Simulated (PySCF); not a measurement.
C3H3, multiplicity 2. Atoms are numbered in the order given.

```xyz
6

C      0.0000     0.0000     1.3374
C      0.0000     0.0000     0.1130
C      0.0000     0.0000    -1.2491
H      0.0000     0.0000     2.4004
H      0.0000    -0.9300    -1.8042
H      0.0000     0.9300    -1.8042
```
Charge 0, spin multiplicity 2.

Geometry optimised at r2SCAN-D4/def2-TZVP. The isomer is the one that the SMILES or the coordinates give; other isomers of the formula were not compared.

Method: TDA-ωB97X/def2-SVPD run with PySCF.

Vertical excitations. The molecule is in vacuum.

| state | energy (eV) | λ (nm) | f | main pairs |
|---|---|---|---|---|
| root 1 | 3.33 | 373 | 0.000 | β HOMO→LUMO 97 % |
| root 2 | 4.51 | 275 | 0.035 | α HOMO→LUMO+4 9 %, β HOMO−1→LUMO 84 % |
| root 3 | 5.07 | 244 | 0.000 | α HOMO→LUMO+1 95 % |
| root 4 | 5.61 | 221 | 0.001 | α HOMO−1→LUMO+1 39 %, β HOMO→LUMO+2 52 % |
| root 5 | 6.31 | 196 | 0.001 | α HOMO→LUMO 92 % |
| root 6 | 6.66 | 186 | 0.050 | α HOMO→LUMO+4 64 %, α HOMO−1→LUMO+1 19 %, β HOMO→LUMO+2 9 % |
| root 7 | 7.24 | 171 | 0.000 | α HOMO−1→LUMO+4 10 %, β HOMO−1→LUMO+2 80 % |
| root 8 | 7.47 | 166 | 0.032 | α HOMO→LUMO+2 88 % |
| root 9 | 7.64 | 162 | 0.000 | α HOMO−1→LUMO+4 8 %, β HOMO−2→LUMO 65 %, β HOMO→LUMO+5 13 % |
| root 10 | 7.93 | 156 | 0.004 | α HOMO→LUMO+3 88 % |
Unrestricted roots are not spin-pure.
